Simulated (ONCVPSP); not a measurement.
## Se: one change to an ONCV potential, before and after

- Element: selenium (Se)
- Generator: ONCVPSP 4.0.1
- Type: optimised norm-conserving Vanderbilt (ONCV)
- Functional: PBE
- Relativity: scalar-relativistic
- Frozen core: [Ar]
- Valence charge: 16
- Reference configuration: 3d10 4s2 4p4
- Partial waves: 4s: rc 1.25 bohr, ncon 4, nbas 7, qcut 5.3 1/bohr, 2 projectors, debl 2.5 Ha; 4p: rc 1.70 bohr, ncon 4, nbas 6, qcut 3.9 1/bohr, 3 projectors, debl 0.4 Ha; 3d: rc 1.20 bohr, ncon 3, nbas 7, qcut 13.8 1/bohr, 2 projectors, debl 0.3 Ha
- Local potential: polynomial inside 0.85 bohr (lpopt 2, dvloc0 0 Ha)
- Core correction: Teter function, fcfact 4, rcfact 1.05

In the d channel the program set the typed energies aside and used -1.952, 0.250 Ha.

Change: s: qcut 4; p: qcut 2.9; d: qcut 10.3.

Cutoffs: the cutoffs (Ha) at which the residual kinetic energy of the hardest occupied pseudo-wave falls to 1 and 0.1 mHa per electron; they do not see the model core or the augmentation charge, which bear on the density cutoff. Errors are all-electron minus pseudo energies relative to the spin-unpolarised reference configuration.

What does the change do?

The potential gets neither clearly harder nor softer (76 Ha and 84 Ha → 68 Ha and 189 Ha); the bound ghosts move from p, s to p; of the 4 tests that both files solve, the error grows in 1 and shrinks in 0 by more than 15 % and 0.3 meV (median size 2.7 → 3.7 meV); the range in which the s phases agree narrows (upper end at the end of the scan → 2.7).

| quantity | base | changed |
| --- | --- | --- |
| cutoff, loose | 76 Ha | 68 Ha |
| cutoff, tight | 84 Ha | 189 Ha |
| loose cutoff by channel | s 61 Ha, p 13 Ha, d 76 Ha | s 43 Ha, p 19 Ha, d 68 Ha |
| bound ghosts | s, p | p |
| GHOST(+) flags under 300 eV | p at 250.1 eV | s at 74.0 eV, p at 253.3 eV |
| error for 3d10 4s2 4p3, meV [ΔE 10.85 eV] | -1.9 | -2.0 |
| error for 3d10 4s2 4p2, meV [ΔE 31.19 eV] | -4.8 | -5.4 |
| error for 3d10 4s2 4p1, meV [ΔE 62.06 eV] | -3.5 | -6.7 |
| error for 3d10 4s2 4p3.5, meV [ΔE 4.31 eV] | -0.8 | -0.8 |
| s: phases at 1.27 bohr within 0.05 rad from the reference energy up to (Ha; the scan ends near 5) | to the end of the scan | 2.7 |
| p: phases at 1.72 bohr within 0.05 rad from the reference energy up to (Ha; the scan ends near 5) | to the end of the scan | to the end of the scan |
| d: phases at 1.22 bohr within 0.05 rad from the reference energy up to (Ha; the scan ends near 5) | to the end of the scan | to the end of the scan |
| rms error of d²Exc/dni dnj with the model core, mHa | 5.30 | 4.40 |

 A true bound ghost makes a file unfit for plane-wave use even where its test errors are small: the radial tests pick states by their node count and pass the ghost by.
